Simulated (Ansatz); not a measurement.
**TiH4O4 (SMILES O[Ti](O)(O)O): methods side by side**

TiH4O4: 9 atoms, total charge 0, spin state singlet. SMILES: `O[Ti](O)(O)O`. The shape is that of a PBE0-D4/def2-TZVP optimisation. This is one conformer, not always the lowest.

Each level gives the vertical ionisation energy (to the doublet cation) (eV). The values are calculated.

```tsv
level	kind	program	value (eV)	CPU time (all runs)
HF/def2-SVP	Hartree–Fock	Ansatz	10.33	89 s
BLYP/def2-SVP	GGA	Ansatz	9.81	100 s
B3LYP/def2-SVP	global hybrid	Ansatz	?	2.8 min
BHLYP/def2-SVP	global hybrid	Ansatz	11.07	1.7 min
PBE0/def2-SVP	global hybrid	Ansatz	?	1.8 min
CAM-B3LYP/def2-SVP	range-separated hybrid	Ansatz	11.04	94 s
MP2/def2-SVP	perturbation theory	Ansatz	11.28	1.8 min
CCSD(T)/def2-SVP	coupled cluster or CI	Ansatz	10.84	14 min
```

Estimate the missing values from the other rows.

As computed at these levels: B3LYP/def2-SVP: 10.63 eV; PBE0/def2-SVP: 10.78 eV. The values span 9.81 to 11.28 eV. The coupled-cluster rows rest on a doubtful reference here (large T1 or Brueckner and Hartree–Fock orbitals at odds), and rows may lie in different states. Times are those of the runs behind each value, whatever else they computed, on shared processors of several kinds: orders of magnitude only.
